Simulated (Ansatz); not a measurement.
The same redistribution along the group Sc, Y.

Program: Ansatz. Geometries: PBE0-D4/def2-TZVP. ΔE: electronic, gas phase. CBS: MP2 limit from def2 TZ/QZ plus the TZ coupled-cluster correction, frozen cores. Elements past krypton have def2 core potentials. For Sc, Y outer-core shells are correlated without core-valence functions, which leaves a few kJ/mol of doubt a bond. Scalar relativity is left out up to krypton. One conformer a species, not always the lowest.

| reaction | CCSD/CBS(def2) (kJ/mol) | CCSD(T)/CBS(def2) (kJ/mol) |
| --- | --- | --- |
| `[NH2][Sc]([NH2])[OH]` + `C[Si](C)(O)O` → `[NH2][Sc]([OH])[OH]` + `C[Si](C)(N)O` | -30 | -30 |
| `[NH2][Y]([NH2])[OH]` + `C[Si](C)(O)O` → `[NH2][Y]([OH])[OH]` + `C[Si](C)(N)O` | -34 | -34 |

Largest T1 diagnostic: 0.016, for `[NH2][Sc]([OH])[OH]`.
